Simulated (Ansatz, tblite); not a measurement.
Cost and result up the ladder for the cluster Li₅Al₃ (8 atoms). Charge 0, multiplicity 1. Geometry: r2SCAN-D4/def2-SVP.

Cartesian coordinates in Å:
```
Al -0.608 -0.290 0.601
Al -0.082 2.082 -0.196
Al 1.163 0.023 -1.332
Li 1.716 -1.717 0.639
Li -0.389 -2.170 -1.376
Li -1.619 -2.135 2.043
Li -1.880 1.732 1.799
Li 1.700 2.475 -2.177
```

Ansatz on 4 threads of Arm Neoverse V2 on a shared host; xTB runs through tblite on one thread. Times are rough, summed over both states, and most runs start from the orbitals of an earlier one. No level here is sound enough to serve as a yardstick. The other state is a doublet.

The xTB rows come from tblite. Another isomer (singlet) lies 0.03 eV lower at PBE0-D4/def2-TZVP; other spin states weren't run for this one.

Raw xTB energies of ions are shifted by several eV.

```csv
level,functions,wall time,vertical IE (eV),remarks
GFN1-xTB,47,0.012 s,10.68,–
GFN2-xTB,47,0.03 s,7.51,–
PBE-D4/def2-TZVP,181,6 s,4.66,–
PBE0-D4/def2-TZVP,181,11 s,4.58,restricted SCF unstable in HF (singlet)
r2SCAN-D4/def2-TZVP (with forces),181,28 s,4.52,restricted SCF unstable in HF (singlet)
```
